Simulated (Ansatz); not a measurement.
Total energies of `FCC#C[SiH3]`.

```json
{"atom": "F1", "x (Å)": "-0.2043", "y (Å)": "1.9775", "z (Å)": "2.2634"}
{"atom": "C2", "x (Å)": "-0.5113", "y (Å)": "1.9599", "z (Å)": "0.9184"}
{"atom": "C3", "x (Å)": "-0.1789", "y (Å)": "0.6829", "z (Å)": "0.3158"}
{"atom": "C4", "x (Å)": "0.0912", "y (Å)": "-0.3736", "z (Å)": "-0.2041"}
{"atom": "Si5", "x (Å)": "0.5027", "y (Å)": "-1.9719", "z (Å)": "-0.9756"}
{"atom": "H6", "x (Å)": "0.0478", "y (Å)": "2.7652", "z (Å)": "0.4312"}
{"atom": "H7", "x (Å)": "-1.5820", "y (Å)": "2.1616", "z (Å)": "0.8111"}
{"atom": "H8", "x (Å)": "1.9646", "y (Å)": "-2.2051", "z (Å)": "-0.8847"}
{"atom": "H9", "x (Å)": "-0.2211", "y (Å)": "-3.0603", "z (Å)": "-0.2749"}
{"atom": "H10", "x (Å)": "0.0914", "y (Å)": "-1.9361", "z (Å)": "-2.4006"}
```

Charge 0, multiplicity 1. All single points use the PBE0-D4/def2-TZVP geometry. Basis def2-TZVPP, Ansatz 0.2.0.

RPA on PBE orbitals: Hartree–Fock energy of these orbitals -504.86413 Eh, correlation -1.37056 Eh (frozen core).

```csv
functional,energy without D4 (Eh),D4 term (kJ/mol)
LDA (SPW92),-503.78535,–
PBE,-506.28095,-16.6
revPBE,-506.55850,-53.3
BLYP,-506.62850,-36.8
r2SCAN,-506.54421,-4.2
B97M-V,-506.57908,–
PBE0,-506.32036,-14.0
B3LYP,-506.71670,-26.6
r2SCANh,-506.53113,-4.4
r2SCAN0,-506.51269,-4.9
HSE06 (plane-wave form),-506.30288,-13.0
BHLYP,-506.57957,-19.7
CAM-B3LYP,-506.60462,-14.1
LC-ωPBE,-506.45132,–
ωB97X-V,-506.57092,–
ωB97M-V,-506.58543,–
B2PLYP,-506.41024,–
PBE-QIDH,-506.20441,–
```

B3LYP takes the VWN-RPA correlation (the form of Gaussian; ORCA's B3LYP/G). HSE06 is the plane-wave form, built on full-range PBE exchange. The double hybrids freeze the cores in their second-order part.

LC-ωPBE has ω = 0.4 bohr⁻¹.
